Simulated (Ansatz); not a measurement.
`[NH2][SnH2][Cl]` + `[OH][W](=[S])(=[S])[Cl]` → `[NH2][SnH2][OH]` + `[S]=[W](=[S])([Cl])[Cl]`  (redistribution)

Calculated with Ansatz (gas phase, PBE0-D4/def2-TZVP geometries, no zero-point term in ΔE). CCSD(T)/CBS is the MP2 limit (def2-TZVPP, def2-QZVPP) plus CCSD(T) − MP2 in def2-TZVPP, frozen cores. Functionals use def2-TZVPP. def2 core potentials past Kr. For Sn, W outer-core shells are correlated without core-valence functions, which leaves a few kJ/mol of doubt a bond. One conformer a species, not always the lowest.

CCSD(T)/CBS gives +13.1 kcal/mol.

Question: Another level gave +10.2 kcal/mol. Which?
A. CCSD/def2-TZVPP
B. ωB97X-V/def2-TZVPP
C. SCS-MP2/def2-TZVPP
D. r2SCAN/def2-TZVPP

Answer: C. SCS-MP2/def2-TZVPP 10.2, CCSD/def2-TZVPP 14.6, r2SCAN 15.7, ωB97X-V 16.7 kcal/mol.

Largest T1 diagnostic among the species: 0.022, so the coupled-cluster value is less sure than usual.

In def2-TZVPP, CCSD(T) changes the Hartree–Fock value by −5.5 kcal/mol (the triples alone add −1.1 kcal/mol) and MP2 by −10.2 kcal/mol.
